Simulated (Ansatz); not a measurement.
Ideal-gas functions of C₂H₅NSi, SMILES `C1=NC[SiH2]1` at 298.15 K and 1 bar, from an Ansatz frequency run at PBE0-D4/def2-TZVP.

Molar mass 71.15 g/mol, point group Cs (symmetry number 1), electronic degeneracy 1, moments of inertia 44.176, 74.625, 109.807 u Å². Harmonic wavenumbers (cm⁻¹, unscaled): 197, 480, 546, 615, 648, 788, 795, 837, 924, 940, 968, 1146, 1185, 1283, 1439, 1621, 2200, 2210, 3079, 3129, 3140.

Use S(trans) = R[1.5 ln M + 2.5 ln T − 1.1517]; rotational temperatures θ = 24.2544 K / I; S(rot) = R[ln(√π/σ · √(T³/θAθBθC)) + 1.5]; for each mode x = 1.438777 ν̃/T, S = R[x/(eˣ − 1) − ln(1 − e⁻ˣ)] and H = RT x/(eˣ − 1); 1 cm⁻¹ = 0.0119627 kJ/mol; R = 8.31446 J/(mol·K).

Task: By hand: the entropy, in J/(mol·K).

Result: Translation 162.0. Rotation: θ = 0.549, 0.325, 0.2209 K, giving 101.7. Vibration, mode by mode: 9.04, 2.97, 2.31, 1.78, 1.57, 0.91, 0.88, 0.75, 0.53, 0.50, 0.45, 0.22, 0.18, 0.12, 0.06, 0.03, 0.00, 0.00, 0.00, 0.00, 0.00, in all 22.3. Electronic 0.0. Sum 286.0 J/(mol·K).

Task: By hand: H − E and G − E in kJ/mol, counted from the electronic energy.

Result: Zero-point energy ½ × 28170 × 0.0119627 = 168.5; thermal vibration 4.5; translation, rotation and pV give 4 RT = 9.9. H − E = 182.9 kJ/mol, and G − E = 182.9 − 298.15 × 286.0/1000 = 97.6 kJ/mol.

Vibration gives 8 % of the entropy.
